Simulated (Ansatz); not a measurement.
Molecule: C₂H₆FSi (charge 0, doublet). It need not be the lowest isomer of its formula. SMILES: F[SiH](C)[CH2]
Structure (B3LYP-D3(BJ)/def2-TZVP (Ansatz, a program for electronic structure) minimum search):
```xyz
10

Si    -0.0338     0.0128    -0.3497
C      1.4818    -0.9661    -0.0131
C     -1.4939    -0.5981     0.6290
F      0.2623     1.5495     0.0404
H     -0.3515     0.0176    -1.7993
H      2.4785    -0.5430    -0.0731
H      1.4548    -2.0243     0.2244
H     -2.3810     0.0025     0.4196
H     -1.7188    -1.6345     0.3643
H     -1.2961    -0.5574     1.7016
```
Charge 0, spin multiplicity 2.

Parts of the frozen-core correlation energy in 6-31G (Ansatz, hartree). Frozen orbitals: 8; correlated occupied orbitals by spin: 13 and 12; virtual: 31 and 32. Open shells are spin-unrestricted. Spin-orbit coupling is left out. No relativistic terms.

| term | value |
|---|---|
| reference (HF) | -467.51145 |
| MP2 opposite-spin | -0.25952 |
| MP2 same-spin | [?] |
| CCSD correlation | [?] |
| (T) | [?] |
| T1 diagnostic | 0.010 |
| largest doubles amplitude | 0.032 |
| <S^2> of the reference | 0.761 |

Q: What belongs in the gaps?

A: 
- MP2 same-spin, value: -0.07454
- CCSD correlation, value: -0.37089
- (T), value: -0.00624
